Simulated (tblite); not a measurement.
C5H12OSSi.
Cartesian coordinates in Å at the GFN2-xTB level; atoms count from 1:
```
atom  x, y, z in Å
C1    -3.1269    0.2539   -0.6715
C2    -1.8314   -0.5070   -0.7155
O3    -1.1308   -0.5805   -1.6946
C4    -1.4301   -1.1332    0.5955
S5    -0.7565    0.1954    1.6609
C6     0.6726    0.7781    0.6747
C7     1.7601   -0.2595    0.5131
Si8    3.3158    0.4669   -0.3133
H9    -3.9507   -0.4551   -0.6063
H10   -3.1556    0.8882    0.2114
H11   -3.2430    0.8536   -1.5700
H12   -2.2817   -1.5275    1.1456
H13   -0.6682   -1.9004    0.4645
H14    0.2934    1.1120   -0.2907
H15    1.0238    1.6437    1.2362
H16    1.3846   -1.0829   -0.0966
H17    2.0130   -0.6724    1.4918
H18    3.8635    1.5110    0.5559
H19    4.2865   -0.6145   -0.4783
H20    2.9565    1.0408   -1.6086
```

Computed with GFN2-xTB (tblite): harmonic, unscaled wavenumbers at the GFN2-xTB geometry, gas phase. Errors from tens to a few hundred cm⁻¹ against measured bands are possible. Modes of hydrogen on silicon can be 10 to 20 % off. One conformer, not necessarily the lowest. The optimisation stopped once no atom felt more than 0.01 eV/Å.

Lowest wavenumbers of the output (negative numbers stand for imaginary wavenumbers):
```
mode    cm-1
  1     -22.6
  2      42.7
  3      44.9
  4     108.9
  5     114.2
  6     123.2
  7     150.0
  8     186.6
  9     222.8
 10     309.5
 11     380.4
 12     498.2
 13     510.4
 14     536.5
 15     548.1
```

**Question.** Is this structure a minimum?

**Answer.** Not by this Hessian. 1 mode is imaginary beyond 20i (23i cm⁻¹), so at this level the point lies at or near a first-order saddle. The curvature is small, so loose convergence or finite differences may be the whole cause.

**Question.** Which atoms move in the imaginary mode?

**Answer.** 23i: C1 (methyl carbon next to a carbonyl) 19 %, O3 (ketone oxygen) 18 %, C7 (sp3 carbon bound to silicon) 14 %. These are shares of the mass-weighted motion.

**Question.** What is the remedy?

**Answer.** Step along that mode in both directions, optimise again with tighter thresholds and repeat the frequencies. The zero-point energy of this point (96.2 kcal/mol) counts the 53 real modes alone, and thermal corrections from it aren't those of a minimum.
